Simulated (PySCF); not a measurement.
Partial charges of `Cc1pcc(C(C)C)cp1`

Compound: C₈H₁₂P₂.
Z-matrix (Å and degrees, GFN2-xTB geometry), rows numbered from 1:
```
C 
C   1  1.5089
P   2  1.7406  1  115.70
C   3  1.7292  2  104.21  1  -178.56
C   4  1.3850  3  129.78  2    -0.14
C   5  1.5161  4  118.44  3  -179.48
C   6  1.5303  5  110.34  4    66.31
C   6  1.5298  5  111.56  4   -57.49
C   5  1.3841  4  123.57  3    -0.39
P   9  1.7317  5  129.79  4     0.25
H   1  1.0918  2  110.15  3    87.68
H   1  1.0895  2  111.04  3   -31.52
H   1  1.0893  2  111.00  3  -153.09
H   4  1.0842  3  112.92  2  -179.92
H   6  1.0959  5  107.99  4  -175.82
H   7  1.0876  6  110.20  5   177.31
H   7  1.0874  6  110.92  5   -62.68
H   7  1.0880  6  110.40  5    57.40
H   8  1.0880  6  110.48  5   -53.68
H   8  1.0877  6  109.99  5  -173.49
H   8  1.0870  6  111.28  5    66.77
H   9  1.0858  5  117.08  4  -179.32
```

Density: PBE0/pcSseg-1 (PySCF); schemes: Mulliken, IAO, Hirshfeld and ESP-fitted. Isolated species at its GFN2-xTB geometry (one conformer only).

Question: Do the Mulliken, IAO, Hirshfeld and ESP-fitted schemes agree on where the charge is highest?

Answer: The schemes don't all agree: Mulliken P3 (+0.505); IAO P3 (+0.382); Hirshfeld P3 (+0.093); ESP-fitted C6 (+0.466).

Question: For which atoms does the sign change between the 4 schemes (beyond +0.03 e in one, beyond −0.03 e in another)?

Answer: C2, P3, C4, C5, C6, C9 and P10. Atomic charges aren't observables, and each scheme defines them in its own way.

Question: At which atom do the 4 schemes differ most?

Answer: At C2: from -0.791 (Mulliken) to +0.432 e (ESP-fitted), 1.223 e apart.

Question: What partial charge does each atom carry?

Answer: In e:

```json
{"atom": "C1", "environment": "benzylic-type carbon", "Mulliken": "-0.163", "IAO": "-0.416", "Hirshfeld": "-0.129", "ESP-fitted": "-0.560"}
{"atom": "C2", "environment": "substituted aromatic carbon", "Mulliken": "-0.791", "IAO": "-0.437", "Hirshfeld": "-0.105", "ESP-fitted": "+0.432"}
{"atom": "P3", "environment": "phosphorus bonded to 2 C", "Mulliken": "+0.505", "IAO": "+0.382", "Hirshfeld": "+0.093", "ESP-fitted": "-0.302"}
{"atom": "C4", "environment": "aromatic CH carbon", "Mulliken": "-0.326", "IAO": "-0.383", "Hirshfeld": "-0.105", "ESP-fitted": "+0.140"}
{"atom": "C5", "environment": "substituted aromatic carbon", "Mulliken": "-0.156", "IAO": "+0.036", "Hirshfeld": "+0.018", "ESP-fitted": "-0.446"}
{"atom": "C6", "environment": "benzylic-type carbon", "Mulliken": "-0.296", "IAO": "-0.094", "Hirshfeld": "-0.015", "ESP-fitted": "+0.466"}
{"atom": "C7", "environment": "methyl carbon", "Mulliken": "-0.190", "IAO": "-0.413", "Hirshfeld": "-0.117", "ESP-fitted": "-0.522"}
{"atom": "C8", "environment": "methyl carbon", "Mulliken": "-0.194", "IAO": "-0.415", "Hirshfeld": "-0.117", "ESP-fitted": "-0.577"}
{"atom": "C9", "environment": "aromatic CH carbon", "Mulliken": "-0.333", "IAO": "-0.384", "Hirshfeld": "-0.109", "ESP-fitted": "+0.107"}
{"atom": "P10", "environment": "phosphorus bonded to 2 C", "Mulliken": "+0.504", "IAO": "+0.379", "Hirshfeld": "+0.091", "ESP-fitted": "-0.284"}
{"atom": "H11", "environment": "methyl hydrogen", "Mulliken": "+0.143", "IAO": "+0.160", "Hirshfeld": "+0.046", "ESP-fitted": "+0.164"}
{"atom": "H12", "environment": "methyl hydrogen", "Mulliken": "+0.129", "IAO": "+0.151", "Hirshfeld": "+0.042", "ESP-fitted": "+0.164"}
{"atom": "H13", "environment": "methyl hydrogen", "Mulliken": "+0.128", "IAO": "+0.151", "Hirshfeld": "+0.042", "ESP-fitted": "+0.156"}
{"atom": "H14", "environment": "aromatic hydrogen", "Mulliken": "+0.127", "IAO": "+0.154", "Hirshfeld": "+0.042", "ESP-fitted": "+0.126"}
{"atom": "H15", "environment": "methine hydrogen", "Mulliken": "+0.108", "IAO": "+0.130", "Hirshfeld": "+0.040", "ESP-fitted": "-0.006"}
{"atom": "H16", "environment": "methyl hydrogen", "Mulliken": "+0.113", "IAO": "+0.140", "Hirshfeld": "+0.042", "ESP-fitted": "+0.136"}
{"atom": "H17", "environment": "methyl hydrogen", "Mulliken": "+0.108", "IAO": "+0.136", "Hirshfeld": "+0.038", "ESP-fitted": "+0.130"}
{"atom": "H18", "environment": "methyl hydrogen", "Mulliken": "+0.120", "IAO": "+0.145", "Hirshfeld": "+0.039", "ESP-fitted": "+0.130"}
{"atom": "H19", "environment": "methyl hydrogen", "Mulliken": "+0.121", "IAO": "+0.145", "Hirshfeld": "+0.040", "ESP-fitted": "+0.145"}
{"atom": "H20", "environment": "methyl hydrogen", "Mulliken": "+0.115", "IAO": "+0.141", "Hirshfeld": "+0.043", "ESP-fitted": "+0.148"}
{"atom": "H21", "environment": "methyl hydrogen", "Mulliken": "+0.107", "IAO": "+0.134", "Hirshfeld": "+0.038", "ESP-fitted": "+0.143"}
{"atom": "H22", "environment": "aromatic hydrogen", "Mulliken": "+0.120", "IAO": "+0.157", "Hirshfeld": "+0.042", "ESP-fitted": "+0.111"}
```

Mean size of the charges over all atoms: ESP-fitted 0.245 e, IAO 0.231 e, Mulliken 0.223 e, Hirshfeld 0.063 e. Each set sums to the total charge, 0, to within 0.001 e. The Mulliken scheme counts on each atom the diagonal of the density matrix times the overlap matrix over that atom's basis functions. The IAO scheme counts the electrons in orthogonalised intrinsic atomic orbitals, a minimal basis polarised so that it spans the occupied orbitals exactly.

Question: How closely do the schemes follow one another over all atoms?

Answer: Correlation coefficient and root-mean-square difference: IAO with Hirshfeld 1.00, 0.194 e; Mulliken with IAO 0.88, 0.137 e; Mulliken with Hirshfeld 0.83, 0.224 e; Hirshfeld with ESP-fitted 0.26, 0.287 e; IAO with ESP-fitted 0.20, 0.357 e; Mulliken with ESP-fitted -0.16, 0.441 e.

Question: Sum the charges by element.

Answer: 
```json
{"element": "C", "atoms": "8", "Mulliken": "-2.449", "IAO": "-2.506", "Hirshfeld": "-0.678", "ESP-fitted": "-0.960"}
{"element": "P", "atoms": "2", "Mulliken": "+1.010", "IAO": "+0.761", "Hirshfeld": "+0.184", "ESP-fitted": "-0.586"}
{"element": "H", "atoms": "12", "Mulliken": "+1.440", "IAO": "+1.745", "Hirshfeld": "+0.494", "ESP-fitted": "+1.546"}
```
